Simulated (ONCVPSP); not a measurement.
## silicon (Si): one change to an ONCV potential, before and after

silicon, optimised norm-conserving Vanderbilt (ONCV), made with ONCVPSP 4.0.1 (PBEsol, scalar-relativistic). Core [Ne], reference 3s2 3p1.5 (charge +0.5). Waves: 3s: rc 1.95 bohr, ncon 3, nbas 7, qcut 3 1/bohr, 1 projector; 3p: rc 1.80 bohr, ncon 4, nbas 7, qcut 4.4 1/bohr, 3 projectors, debl 3.6 Ha; d scattering state at 0.25 Ha: rc 1.85 bohr, ncon 4, nbas 8, qcut 5.9 1/bohr, 2 projectors, debl 3.1 Ha. Local part: polynomial inside 1.55 bohr (lpopt 5, dvloc0 0 Ha). Core correction: Teter function, fcfact 4.75, rcfact 1.2.

All-electron outer shells of the reference configuration (PBEsol, scalar-relativistic, ld1.x):

```json
{"shell": "2s", "level (eV)": "-143.55", "outermost node (bohr)": "0.15", "outermost maximum (bohr)": "0.45"}
{"shell": "2p", "level (eV)": "-99.86", "outermost node (bohr)": "–", "outermost maximum (bohr)": "0.39"}
{"shell": "3s", "level (eV)": "-14.68", "outermost node (bohr)": "0.72", "outermost maximum (bohr)": "1.77"}
{"shell": "3p", "level (eV)": "-7.65", "outermost node (bohr)": "0.72", "outermost maximum (bohr)": "2.09"}
```

Change: all radii but the core radius scaled by about 1.10 (s 2.14, p 1.98, d 2.02 bohr); local potential polynomial inside 1.70 bohr (lpopt 5, dvloc0 0 Ha).

Cutoffs: the cutoffs (Ha) at which the residual kinetic energy of the hardest occupied pseudo-wave falls to 1 and 0.1 mHa per electron; they do not see the model core or the augmentation charge, which bear on the density cutoff. Errors are all-electron minus pseudo energies relative to the spin-unpolarised reference configuration.

Q: How do hardness, ghosts and transferability respond?

A: The potential gets softer (12 Ha and 38 Ha → 6.1 Ha and 30 Ha); of the 4 tests that both files solve, the error grows in 3 and shrinks in 0 by more than 15 % and 0.3 meV (median size 16.1 → 21.8 meV); neither file shows a bound ghost. A larger radius leaves more room for a smooth pseudo-wave, so fewer plane waves are needed. More of the atom is replaced by a form fitted at one configuration, so other configurations suffer.

| quantity | base | changed |
| --- | --- | --- |
| cutoff, loose | 12 Ha | 6.1 Ha |
| cutoff, tight | 38 Ha | 30 Ha |
| loose cutoff by channel | s 12 Ha, p 3.5 Ha | s 6.1 Ha, p 3.5 Ha |
| bound ghosts | none | none |
| GHOST(+) flags under 300 eV | none | none |
| error for 3s2 3p2, meV [ΔE -2.91 eV] | +0.7 | +1.0 |
| error for 3s2 3p1, meV [ΔE 4.80 eV] | +1.4 | +2.0 |
| error for 3s2 3p0, meV [ΔE 20.77 eV] | +31 | +42 |
| error for 3s1 3p0, meV [ΔE 54.67 eV] | +62 | +63 |
| rms error of d²Exc/dni dnj with the model core, mHa | 0.46 | 0.59 |

Base: The cutoffs count occupied waves only; projector 2 of the d channel, the hardest unoccupied one, needs 37 Ha at the loose tolerance. Changed file: The cutoffs count occupied waves only; projector 2 of the d channel, the hardest unoccupied one, needs 29 Ha at the loose tolerance.
